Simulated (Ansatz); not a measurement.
Stepwise reaction of `CB(C)S` with hydrogen, as a gas-phase model of exchange steps in deposition or etching. ΔE in kJ/mol; ΔG adds harmonic PBE0-D4 terms to CCSD(T)/CBS, at 1 bar.

Calculated with Ansatz (gas phase, PBE0-D4/def2-TZVP geometries, no zero-point term in ΔE). CBS: MP2 limit from def2 TZ/QZ plus the TZ coupled-cluster correction, frozen cores. This one scheme is used for every species. DFT in def2-TZVPP. B3LYP here is the variant with VWN-RPA as its local correlation; programs differ in this. One conformer a species, not always the lowest.

| step | reaction | PBE-D4 | B3LYP-D4 | ωB97M-V | CCSD(T)/CBS | ΔG(500 K) |
| --- | --- | --- | --- | --- | --- | --- |
| 1 | `CB(C)S` + H₂ → `CBS` + CH₄ | -19.3 | -25.0 | -22.5 | -21.9 | -13.4 |
| 2 | `CBS` + H₂ → `BS` + CH₄ | -15.8 | -22.3 | -20.1 | -20.2 | -13.5 |

Q: By hand: ΔE of the 2 steps together at CCSD(T)/CBS.

A: (-21.9) + (-20.2) = -42.1 kJ/mol, or -21.0 kJ/mol a step.

In ΔE the steps differ by no more than 1.7 kJ/mol. All are downhill at CCSD(T)/CBS. ΔG lies between -13.5 and -13.4 kJ/mol a step. PBE-D4 differs from CCSD(T)/CBS by 2.6 to 4.4 kJ/mol a step. Isolated molecules leave out the surface, adducts and barriers. Largest T1 diagnostic: 0.015.
